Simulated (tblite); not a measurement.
Compound: C5H7FO.
Z-matrix (Å and degrees, GFN2-xTB geometry), rows numbered from 1:
```
C 
C   1  1.3254
F   2  1.3524  1  120.49
C   2  1.4904  1  124.40  3   179.97
O   4  1.2078  2  120.65  1     0.01
C   4  1.5066  2  114.93  1  -179.98
C   6  1.5212  4  112.04  2   179.95
H   1  1.0746  2  118.84  3   179.99
H   1  1.0753  2  122.25  3    -0.01
H   6  1.0941  4  107.95  2    57.47
H   6  1.0941  4  107.92  2   -57.53
H   7  1.0872  6  110.12  4   -59.48
H   7  1.0872  6  110.15  4    59.52
H   7  1.0867  6  110.55  4  -179.97
```

All values are computed: GFN2-xTB (tblite) harmonic vibrations without scaling, gas phase. Errors from tens to a few hundred cm⁻¹ against measured bands are possible. One conformer, not necessarily the lowest.

Harmonic wavenumbers (cm⁻¹): 57.1, 81.6, 169.9, 177.3, 278.5, 338.8, 344.5, 487.4, 559.1, 586.3, 709.5, 780.1, 816.2, 902.2, 913.5, 1017.4, 1049.1, 1062.4, 1114.6, 1219.9, 1230.7, 1320.2, 1342.3, 1410.2, 1433.0, 1486.9, 1496.7, 1663.6, 1746.5, 2948.8, 2968.5, 3047.1, 3047.2, 3053.1, 3124.5, 3168.9.

A = 4886, B = 1873, C = 1377 MHz; mass 102.048 u (most abundant isotopes); point group Cs, symmetry number 1.

Q: Zero-point energy?

A: ½Σν̃ = 23577 cm⁻¹ = 67.41 kcal/mol.

Q: Give the ideal-gas entropy at 200 K and 1 bar in the rigid-rotor, harmonic-oscillator model (classical rotation).

A: Translation 37.82, rotation 26.45, vibration 13.23: S = 77.5 cal/(mol K).

Q: And Cp and H(200 K) − H(0)?

A: Cp = 22.46 cal/(mol K), of which vibrations give 14.51 (their classical limit is 36 R = 71.5); H(200 K) − H(0) = 3.05 kcal/mol without the zero-point energy, 1.46 from vibrations.

Q: Blend soft modes into free rotors: weight 1/[1 + (100 cm⁻¹/ν̃)⁴] for the oscillator and the rest for a rotor with moment μB/(μ + B), μ = h/(8π²ν), B = 10⁻⁴⁴ kg m². What vibrational entropy results?

A: 12.32 cal/(mol K) in place of 13.23, which changes −T·S at 200 K by +0.18 kcal/mol.

Q: How do the functions run with temperature in this model?

A: 
```
 T (K)  S (cal/(mol K))  Cp (cal/(mol K))  H − H(0) (kcal/mol)  G − H(0) (kcal/mol)  ln q(vib)
    50             55.3              11.6                 0.47                -2.30       0.33
   100             64.6              15.5                 1.15                -5.31       1.16
298.15             87.8              29.4                 5.59               -20.57       4.78
373.15             94.9              34.6                 8.00               -27.42       6.15
   500            106.2              42.4                12.90               -40.19       8.44
   750            125.6              53.2                24.95               -69.23      12.82
  1000            141.9              60.3                39.20              -102.72      16.91
```

q(vib) and H(0) count from the zero-point level.

Q: What must be added to the electronic energy to get the Gibbs energy at 200 K and 1 bar?

A: ZPE + [H(200 K) − H(0)] − T·S = 67.41 + 3.05 − 15.50 = 54.96 kcal/mol.

Hindered rotation and anharmonicity are outside this model. Other conformers, if any are populated, would add a mixing term that is left out.
